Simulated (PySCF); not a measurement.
# Telling isomers of CH$_{13}$NOSi$_{4}$ apart by NMR

Equivalent nuclei averaged, in vacuum, relativity neglected, one conformer. PBE0-D3(BJ)/def2-SVP structure; σ from GIAO-PBE0/pcSseg-1; PySCF 2.14.0 with density-fitted response routines.

δ = σ(ref) − σ, references computed at the same level: ¹H (31.27 ppm) and ¹³C (184.41 ppm) against TMS. Where no couplings were computed, multiplicities follow the n + 1 count of equivalent neighbours, and m marks all less simple cases (inequivalent or close neighbours, rings, F or P nearby). Shifts are as computed. Against solution values, carbons near 30 ppm lie about +2 ppm off and those near 130 ppm about +5 ppm. Of 1309 compounds with measured shifts, 239 miss one by over three times the rms of a fit or turn the order of signals round; such compounds aren't used in these exercises. OH and NH positions are gas-phase values without hydrogen bonding to other molecules.

(1) Tabulate the signals of `CO[Si]([SiH3])([SiH3])[SiH2]N`, `C[SiH2]O[SiH2]N([SiH3])[SiH3]` and their relative energies.

(2) What is the quickest way to tell CO[Si]([SiH3])([SiH3])[SiH2]N from C[SiH2]O[SiH2]N([SiH3])[SiH3]?

Results:

(1) 
| SMILES | carbon types | δC | δH | E rel. (kcal/mol) |
| --- | --- | --- | --- | --- |
| CO[Si]([SiH3])([SiH3])[SiH2]N | 1×CH3 | 56.2 | 5.10 (s, 2H), 3.68 (s, 6H), 3.38 (s, 3H), -0.47 (br s, 2H) | 65.2 |
| C[SiH2]O[SiH2]N([SiH3])[SiH3] | 1×CH3 | -0.3 | 5.14 (q, 2H), 5.13 (s, 2H), 4.62 (s, 6H), 0.47 (t, 3H) | 0.0 |

Energies are electronic energies at PBE0/pcSseg-1 on these geometries, without zero-point or thermal terms, each for the one conformer computed, which needn't be the lowest.

(2) Both give the same number of carbon signals, with the same numbers of each carbon type, so the positions decide. The first has a methyl carbon bonded to O (CH3) at 56.2 ppm, the second a methyl carbon bonded to Si (CH3) at -0.3 ppm.
